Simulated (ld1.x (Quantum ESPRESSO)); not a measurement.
**Configuration tests for Nb (Z = 41) (PAW)**

* Element: niobium
* Generator: ld1.x (Quantum ESPRESSO) 7.5
* Type: PAW
* Functional: LDA (PZ)
* Relativity: scalar-relativistic
* Frozen core: [Kr]
* Valence charge: 5
* Reference configuration: 4d4 5s1 5p0
* Partial waves: 5s (bound): rcut 3.05, rcutus 3.40 bohr; 5s channel at 1.95 Ry: rcut 3.05, rcutus 3.40 bohr; 5p (bound, empty): rcut 2.80, rcutus 3.50 bohr; 5p channel at 3.8 Ry: rcut 2.80, rcutus 3.50 bohr; 4d (bound): rcut 2.25, rcutus 2.45 bohr; 4d channel at 1.15 Ry: rcut 2.25, rcutus 2.45 bohr
* Local potential: all-electron potential smoothed inside 3.40 bohr (lloc = -2)
* Core correction: Bessel-smoothed model core, default radius (core density twice the valence density)
* Augmentation charge: BESSEL, radius 1.65 bohr

Energies are relative to the spin-unpolarised reference configuration 4d4 5s1 5p0; without spin polarisation the order of configurations can differ from experiment. Spin-polarised rows fill each open shell by Hund’s rule, majority spin first. The frozen-core shift is the all-electron ΔE with the core orbitals held at their reference shape minus the fully relaxed ΔE.

```json
{"valence configuration": "4d4 5s0 5p0", "charge": "+1", "ΔE all-electron (eV)": "6.916", "error AE − PS (meV)": "-2.5", "frozen-core shift (meV)": "+3.2"}
{"valence configuration": "4d3 5s0 5p0", "charge": "+2", "ΔE all-electron (eV)": "21.192", "error AE − PS (meV)": "-79", "frozen-core shift (meV)": "+79"}
{"valence configuration": "4d2 5s0 5p0", "charge": "+3", "ΔE all-electron (eV)": "46.126", "error AE − PS (meV)": "-541", "frozen-core shift (meV)": "+536"}
{"valence configuration": "4d4 5s0 5p1", "charge": "0", "ΔE all-electron (eV)": "3.048", "error AE − PS (meV)": "-0.6", "frozen-core shift (meV)": "+0.8"}
{"valence configuration": "4d4.5 5s0.5 5p0", "charge": "0", "ΔE all-electron (eV)": "0.584", "error AE − PS (meV)": "-5.7", "frozen-core shift (meV)": "+6.3"}
{"valence configuration": "4d4 5s0.5 5p0", "charge": "+0.5", "ΔE all-electron (eV)": "2.765", "error AE − PS (meV)": "-0.8", "frozen-core shift (meV)": "+1.1"}
{"valence configuration": "4d4 5s1 5p0 (spin-polarised)", "charge": "0", "ΔE all-electron (eV)": "-2.609", "error AE − PS (meV)": "-13", "frozen-core shift (meV)": "+13"}
{"valence configuration": "4d4 5s0 5p0 (spin-polarised)", "charge": "+1", "ΔE all-electron (eV)": "4.795", "error AE − PS (meV)": "-14", "frozen-core shift (meV)": "+14"}
```

Question: What are ΔE and the potential's error for 4d1 5s0 5p0?

Answer: ΔE = 83.215 eV all-electron; the error (AE − PS) is -1768 meV.

Levels in the configuration 4d4 5s0.5 5p0:

| level | all-electron (eV) | pseudo (eV) |
| --- | --- | --- |
| 4d | -6.247 | -6.244 |
| 5s | -6.892 | -6.893 |
